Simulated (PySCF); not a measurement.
**Electron correlation in Se²⁺ (selenium, charge +2)**

[Ar] 3d10 4s2 4p2, high-spin 3P determinant. Computed with PySCF 2.14 in aug-cc-pVDZ-DK, with scalar relativity by spin-free X2C-1e. Frozen: [Ar] 3d10; 4 electrons correlated.

MP2 pair energies summed by pair of shells (mhartree):

| pair | energy | share (%) |
| --- | --- | --- |
| 4s-4p | -26.70 | 60.7 |
| 4s-4s | -12.88 | 29.3 |
| 4p-4p | -4.40 | 10.0 |

Total MP2 correlation energy: -43.98 mhartree.

Same-spin part -6.99 and opposite-spin part -36.98 mhartree; SCS-MP2 scales them by 1/3 and 6/5 to -46.71 mhartree.

| level | correlation energy (mhartree) |
| --- | --- |
| CCSD | -60.44 |
| (T) | -0.60 |
| CCSD(T) | -61.04 |

Diagnostics: T1 = 0.0059, D1 = 0.0163, largest double amplitude 0.095.

Cost of the coupled-cluster step: 0.1 s of wall time on 1 thread of Intel(R) Xeon(R) 6975P-C (shared host), for 4 correlated electrons.
